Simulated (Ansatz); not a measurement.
Strength of the Si–H bond: SiH(SiH3)F2 → SiH(SiH2)F2 + H

Species: SiH(SiH3)F2, singlet; SiH(SiH2)F2, doublet; H atom, doublet. 

Shapes, held fixed at every level: PBE0-D4/def2-TZVP. Flexible molecules stand in one conformer, not always the lowest. Programs: Ansatz 0.2.0. The zero-point and thermal change to 298 K, harmonic and unscaled (PBE0-D4/def2-TZVP), is -18.5 kJ/mol.

**Question.** Estimate ΔH(298 K) of this reaction.

**Answer.** The highest level, CCSD(T)/CBS estimate, gives ΔH(298 K) = +374.3 kJ/mol; the levels span +288.5 to +374.3. The column of differences is taken from that level and isn't an error. Hartree–Fock misses the correlation of the pair that is broken and comes out low. No measured value is set beside it here. Open shells run unrestricted unless RO is named. The CBS estimate extrapolates MP2 from def2-TZVPP and def2-QZVPP and adds CCSD(T) − MP2 in the triple-zeta set, cores frozen. Times are processor times on shared x86 and Arm servers, and rough.

```tsv
level	kind	ΔH(298 K) (kJ/mol)	less CCSD(T)/CBS estimate	CPU time (sum over the molecules)
HF/def2-TZVPP	Hartree–Fock	+288.5	-85.8	–
PBE-D4/def2-TZVPP	GGA	+349.6	-24.7	19 s
r2SCAN-D4/def2-TZVPP	meta-GGA	+352.7	-21.6	45 s
r2SCAN0-D4/def2-TZVPP	global hybrid	+354.0	-20.3	49 s
wB97M-V/def2-TZVPP	range-separated hybrid	+373.1	-1.2	93 s
wB97X-V/def2-TZVPP	range-separated hybrid	+374.1	-0.2	71 s
CCSD(T)/def2-TZVPP	coupled cluster or CI	+366.7	-7.6	17 min
CCSD(T)/CBS estimate	coupled cluster or CI	+374.3	0.0	19 min
```
